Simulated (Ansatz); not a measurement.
**Energy profile**

The step: CH₅Ga ([CH3][GaH2]) + HBr → GaH₂Br ([GaH2][Br]) + CH₄; bonds formed: C2–H5; dative contacts that become bonds: Ga1–Br6; bonds broken: Ga1–C2, H5–Br6 (atoms numbered as in the saddle structure below).

```tsv
atom	x (Å)	y (Å)	z (Å)
Ga1	-1.1498	0.0498	0.0188
C2	0.8569	0.5741	-0.1551
H3	-1.8429	-0.1580	-1.3599
H4	-1.7706	0.4714	1.3830
H5	0.4946	-0.9665	0.2103
Br6	-0.1123	-2.4000	0.5547
H7	0.6115	1.6223	-0.3803
H8	1.4290	0.2083	-1.0094
H9	1.4837	0.5986	0.7381
```

Electronic energies by CCSD(T) at an estimated basis limit (MP2 extrapolated from triple and quadruple zeta, plus CCSD(T) − MP2 in triple zeta), on PBE0-D4/def2-TZVP structures; CH6BrGa, closed shell; no counterpoise correction. Ansatz 0.2.0; basis: def2-TZVPP and def2-QZVPP; cores frozen in the correlated methods. Filled d shells of the heavier atoms are correlated. The def2 sets are not built for correlating such inner shells, so the correlated values are less sure here. Extrapolation: Hartree–Fock as exp(−7.88 √X), correlation as X^−2.97.

**Question.** Give the profile in eV, counted from the separated reactants. (An estimate is asked for; the value comes from the calculation.)

**Answer.** Computed:
```
                                                                                                  point      eV
separated: CH5Ga (linked as [CH3][GaH2]; Ga1, C2, H3, H4, H7, H8, H9; singlet) + HBr (H5, Br6; singlet)   0.000
                                                                                        start structure  -0.246
                                                                                                 saddle   0.185
                                                                                          end structure  -1.724
separated: GaH2Br (linked as [GaH2][Br]; Ga1, H3, H4, Br6; singlet) + CH4 (C2, H5, H7, H8, H9; singlet)  -1.616
```

T1 diagnostic: at most 0.012. The start structure is not quite a true minimum (one mode of 39i cm⁻¹). The end structure is not quite a true minimum (one mode of 62i cm⁻¹).

For scale, one of the runs: CCSD(T)/def2-TZVPP, 211 basis functions, launched by `ansatz run in.yaml --threads 4 --pin off --events-out ev --progress --plain --max-ram 9574MiB`. Time: 110 s of wall clock on 4 CPU threads of an Arm Neoverse V2; the host was shared. Peak host memory: 2.9 GiB.
